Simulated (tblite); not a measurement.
C4H11NSeSi.
Numbering: `[CH3:1]/[CH:2]=[N:3]\[Si@H:4]([CH3:5])[Se:6][CH3:7]` (hydrogens: H8, H9, H10 on C1; H11 on C2; H12 on Si4; H13, H14, H15 on C5; H16, H17, H18 on C7)

Computed with GFN2-xTB (tblite), gas phase: L-BFGS steps from a force-field or distance-geometry start until the largest atomic force falls under 0.01 eV/Å.

Step 64: E = -598.9209 eV
```
atom  x, y, z in Å  |  force x, y, z in eV/Å
C1     -1.8568   -1.9891   -0.0270    0.012  -0.004   0.011
C2     -2.3436   -0.5976   -0.2279    0.015  -0.015  -0.016
N3     -1.6726    0.4613   -0.2523   -0.005   0.010   0.021
Si4     0.0070    0.8108   -0.0970   -0.009  -0.012   0.005
C5      0.1282    2.6905   -0.2901   -0.012   0.001   0.001
Se6     1.2088   -0.2665   -1.7751    0.002  -0.017   0.006
C7      2.8068   -0.7207   -0.7332    0.012   0.007   0.017
H8     -0.8169   -1.9963    0.2867    0.018   0.007  -0.001
H9     -2.4728   -2.5029    0.7082   -0.008  -0.007  -0.011
H10    -1.9423   -2.5273   -0.9719   -0.022   0.012   0.023
H11    -3.4212   -0.5048   -0.3874    0.028   0.014  -0.026
H12     0.6379    0.3349    1.1422   -0.005  -0.011  -0.014
H13    -0.4042    3.0213   -1.1767   -0.002  -0.009  -0.008
H14     1.1573    3.0248   -0.3768    0.006  -0.029   0.014
H15    -0.3163    3.1839    0.5671    0.004   0.025   0.002
H16     3.5307   -1.1579   -1.4152   -0.024   0.005  -0.025
H17     3.2149    0.1821   -0.2888    0.005   0.019  -0.004
H18     2.5464   -1.4404    0.0386   -0.016   0.006   0.003
```

Step 65: E = -598.9212 eV
```
atom  x, y, z in Å  |  force x, y, z in eV/Å
C1     -1.8589   -1.9900   -0.0264    0.013  -0.004   0.013
C2     -2.3446   -0.5983   -0.2291    0.015  -0.027  -0.024
N3     -1.6729    0.4602   -0.2545   -0.016   0.010   0.026
Si4     0.0058    0.8105   -0.0960   -0.006   0.001  -0.034
C5      0.1282    2.6904   -0.2883   -0.010   0.008   0.001
Se6     1.2099   -0.2664   -1.7745   -0.006  -0.012   0.012
C7      2.8091   -0.7191   -0.7338    0.009   0.008   0.012
H8     -0.8188   -1.9985    0.2869    0.014   0.010  -0.001
H9     -2.4755   -2.5013    0.7104   -0.005  -0.009  -0.015
H10    -1.9452   -2.5302   -0.9703   -0.025   0.017   0.030
H11    -3.4221   -0.5059   -0.3906    0.034   0.018  -0.025
H12     0.6380    0.3349    1.1401    0.006  -0.023   0.019
H13    -0.4012    3.0225   -1.1764    0.003  -0.014  -0.005
H14     1.1584    3.0230   -0.3716   -0.003  -0.030   0.013
H15    -0.3182    3.1851    0.5675    0.007   0.017  -0.001
H16     3.5289   -1.1619   -1.4166   -0.020   0.005  -0.020
H17     3.2211    0.1851   -0.2959    0.005   0.017  -0.004
H18     2.5491   -1.4340    0.0426   -0.016   0.006   0.003
```

Step 66: E = -598.9216 eV
```
atom  x, y, z in Å  |  force x, y, z in eV/Å
C1     -1.8611   -1.9913   -0.0253    0.012  -0.001   0.013
C2     -2.3456   -0.5994   -0.2312    0.013  -0.031  -0.026
N3     -1.6740    0.4590   -0.2567   -0.023   0.008   0.028
Si4     0.0037    0.8101   -0.0948   -0.001   0.018  -0.068
C5      0.1279    2.6904   -0.2858   -0.006   0.012   0.001
Se6     1.2109   -0.2666   -1.7731   -0.018  -0.006   0.016
C7      2.8122   -0.7170   -0.7344    0.002   0.011   0.002
H8     -0.8206   -2.0006    0.2870    0.007   0.011   0.000
H9     -2.4786   -2.4994    0.7131    0.001  -0.009  -0.017
H10    -1.9491   -2.5336   -0.9678   -0.025   0.017   0.030
H11    -3.4228   -0.5072   -0.3956    0.036   0.018  -0.024
H12     0.6380    0.3342    1.1377    0.017  -0.035   0.053
H13    -0.3972    3.0240   -1.1762    0.010  -0.018   0.001
H14     1.1600    3.0194   -0.3647   -0.015  -0.027   0.010
H15    -0.3202    3.1879    0.5679    0.010   0.005  -0.006
H16     3.5259   -1.1668   -1.4191   -0.013   0.005  -0.010
H17     3.2292    0.1893   -0.3051    0.005   0.011  -0.004
H18     2.5527   -1.4259    0.0477   -0.012   0.009   0.001
```

Question: Estimate the geometry and energy of step 67. (The exact step hangs on the optimiser's Hessian estimate; all steps are aligned on step 66, rigid shifts and turns removed.)

Answer: E = -598.9222 eV, largest force 0.085 eV/Å
```
atom  x, y, z in Å  |  force x, y, z in eV/Å
C1     -1.8633   -1.9926   -0.0238    0.007   0.004   0.009
C2     -2.3470   -0.6013   -0.2345    0.009  -0.023  -0.019
N3     -1.6762    0.4577   -0.2585   -0.020   0.007   0.023
Si4     0.0006    0.8097   -0.0936    0.006   0.030  -0.077
C5      0.1273    2.6904   -0.2827    0.001   0.010   0.000
Se6     1.2114   -0.2671   -1.7703   -0.030   0.000   0.014
C7      2.8160   -0.7142   -0.7349   -0.010   0.014  -0.012
H8     -0.8222   -2.0020    0.2868   -0.001   0.010   0.003
H9     -2.4816   -2.4973    0.7162    0.008  -0.007  -0.012
H10    -1.9540   -2.5378   -0.9642   -0.021   0.011   0.022
H11    -3.4234   -0.5085   -0.4030    0.030   0.010  -0.024
H12     0.6378    0.3324    1.1356    0.020  -0.039   0.073
H13    -0.3919    3.0256   -1.1762    0.017  -0.020   0.004
H14     1.1619    3.0133   -0.3561   -0.022  -0.016   0.003
H15    -0.3222    3.1921    0.5681    0.011  -0.011  -0.009
H16     3.5213   -1.1726   -1.4229   -0.004   0.006   0.006
H17     3.2392    0.1944   -0.3165    0.004   0.000  -0.004
H18     2.5576   -1.4160    0.0541   -0.006   0.014  -0.001
```

The energy changes by -0.0005 eV. The first-order estimate −F·Δx gives -0.0008 eV and the mean of the old and new forces, exact on a quadratic surface, -0.0005 eV. The step makes an angle of 80° with the force vector and moves no atom by more than 0.016 Å.

What follows is the cost of the whole relaxation. On Arm Neoverse V1, one thread (shared host), this took 1.7 s.
